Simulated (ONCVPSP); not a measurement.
Configuration tests for Se (Z = 34) (ONCV)

- Element: Se (Z = 34)
- Generator: ONCVPSP 4.0.1
- Type: optimised norm-conserving Vanderbilt (ONCV)
- Functional: LDA (Perdew-Wang 92)
- Relativity: scalar-relativistic
- Frozen core: [Ar]
- Valence charge: 16
- Reference configuration: 3d10 4s2 4p4
- Partial waves: 4s: rc 1.55 bohr, ncon 5, nbas 10, qcut 4 1/bohr, 2 projectors, debl 3 Ha; 4p: rc 1.80 bohr, ncon 4, nbas 9, qcut 7.8 1/bohr, 2 projectors, debl 3.3 Ha; 3d: rc 0.95 bohr, ncon 4, nbas 9, qcut 19.4 1/bohr, 1 projector
- Local potential: polynomial inside 0.85 bohr (lpopt 5, dvloc0 1 Ha)
- Core correction: none

Energies are relative to the spin-unpolarised reference configuration 3d10 4s2 4p4; without spin polarisation the order of configurations can differ from experiment.

(1) Give the all-electron excitation energy and the error of the potential for: 3d10 4s2 4p3; 3d10 4s2 4p2; 3d10 4s2 4p1; 3d10 4s0 4p6.

Levels in the configuration 3d10 4s2 4p1:

```
level  all-electron (eV)  pseudo (eV)
   3d            -89.766      -89.303
   4s            -49.684      -49.651
   4p            -36.748      -36.725
```

Note: ghosts flagged at negative energy: s at -21.9 eV; GHOST(+) flagged for p at 164.5 eV. A true bound ghost makes a file unfit for plane-wave use.

Answers

(1)

```json
{"valence configuration": "3d10 4s2 4p3", "charge": "+1", "ΔE all-electron (eV)": "11.004", "error AE − PS (meV)": "-1.6"}
{"valence configuration": "3d10 4s2 4p2", "charge": "+2", "ΔE all-electron (eV)": "31.558", "error AE − PS (meV)": "-2.0"}
{"valence configuration": "3d10 4s2 4p1", "charge": "+3", "ΔE all-electron (eV)": "62.711", "error AE − PS (meV)": "+6.6"}
{"valence configuration": "3d10 4s0 4p6", "charge": "0", "ΔE all-electron (eV)": "22.100", "error AE − PS (meV)": "-11"}
```
